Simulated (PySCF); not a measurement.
B(H)(F)(OH) (BFH₂O), SMILES B(F)O. Atoms are numbered in the order given.

```xyz
5

B     -0.4507    -0.0245     0.0000
H     -1.6438    -0.0351     0.0000
F      0.2058    -1.1781     0.0000
O      0.2856     1.1061     0.0000
H     -0.2394     1.9119     0.0000
```
Charge 0, spin multiplicity 1.

The structure is a stationary point at B3LYP-D3(BJ)/def2-TZVP. One conformer was computed; it need not be the lowest.

Level of theory: PySCF with M06-2X/def2-TZVPD.

Symmetry labels are those of the subgroup Cs that the program uses (full group Cs).

Computed valence orbital energies around the gap with their symmetry:
| orbital | symmetry | energy (eV) |
|---|---|---|
| HOMO−7 | A' | -31.90 |
| HOMO−6 | A' | -18.60 |
| HOMO−5 | A' | -16.84 |
| HOMO−4 | A' | -15.37 |
| HOMO−3 | A" | -15.10 |
| HOMO−2 | A' | -13.97 |
| HOMO−1 | A" | -12.36 |
| HOMO | A' | -11.55 |
| LUMO | A' | -0.04 |
| LUMO+1 | A" | 0.83 |
| LUMO+2 | A' | 1.01 |
| LUMO+3 | A' | 1.31 |
